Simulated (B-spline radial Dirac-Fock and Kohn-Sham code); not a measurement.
# Auger parameter of krypton: the K level and its strongest K-LL line

The computed values come from an atomic code on a B-spline grid: Dirac-Fock (average of configuration) total-energy differences with a finite nucleus, the Breit interaction including its frequency dependence, and self-energy and vacuum-polarisation corrections. The modified Auger parameter α′ is the binding energy plus the kinetic energy of the Auger electron; it does not depend on the energy zero. For free ions it tends to fall with charge, since less charge screens the final holes.

| species | configuration | binding 1s (eV) | Auger line | kinetic (eV) | α′ (eV) |
| --- | --- | --- | --- | --- | --- |
| Kr | [Ar] 3d10 4s2 4p6 | 14326.1 | L2L3 J=2 | 10817.9 | 25144.0 |
| Kr⁺ | [Ar] 3d10 4s1 4p6 | 14341.3 | L2L3 J=2 | 10800.9 | 25142.2 |
| Kr⁴⁺ | [Ar] 3d10 4s2 4p2 | 14388.8 | L2L3 J=2 | 10750.2 | 25139.0 |
| Kr⁵⁺ | [Ar] 3d10 4s2 4p1 | 14407.9 | L2L3 J=2 | 10730.5 | 25138.4 |
| Kr⁶⁺ | [Ar] 3d10 4s2 | 14428.3 | L2L3 J=2 | 10709.8 | 25138.2 |
| Kr⁷⁺ | [Ar] 3d10 4s1 | 14450.7 | L2L3 J=2 | 10687.0 | 25137.7 |
